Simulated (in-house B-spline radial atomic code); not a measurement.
Zn⁺. Computed with a B-spline radial atomic code. Model: all-electron spherical atom, spin shells full or empty, radial basis limit, no spin-orbit coupling, Breit or QED, empty-state partial waves extrapolated as (l+1/2)^-4, RPA, G0W0 and static COHSEX of the highest shell as one setting changes (uncorrelated shells keep exact exchange).

In a row where one electron alone is correlated, RPA and GW hold only self-correlation.

Given: element Zn; charge 1; filled core Ar; hamiltonian one-electron scalar X2C; mean-field start LDA VWN5; highest l of empty states 9; nuclear rms radius 3.9283 fm; highest mean-field shell 4s up.

Shell: 3d 5 5, 4s 1 0 (electrons up and down).

| lowest nl shells left uncorrelated | RPA correlation energy (hartree) | G0W0 level (eV) | G0W0 minus most complete (meV) | COHSEX level (eV) |
| --- | --- | --- | --- | --- |
| 0 | -2.2477 | -18.777 | 0 | -20.521 |
| 1 | -2.0987 | -18.776 | 0.3 | -20.521 |
| 2 | ? | ? | ? | ? |
| 3 | ? | ? | ? | ? |
| 4 | -1.2573 | -18.846 | -69 | -20.664 |
| 5 | -0.72522 | -18.816 | -39.1 | -20.643 |
| 6 | -0.020975 | -18.031 | 745.6 | -19.204 |

Task: What follows for lowest nl shells left uncorrelated = 2?

Result: RPA correlation energy -1.9243 hartree; G0W0 level -18.78 eV; G0W0 minus most complete -3.7 meV; COHSEX level -20.53 eV.

Task: What follows for lowest nl shells left uncorrelated = 3?

Result: RPA correlation energy -1.4441 hartree; G0W0 level -18.769 eV; G0W0 minus most complete 7.4 meV; COHSEX level -20.508 eV.
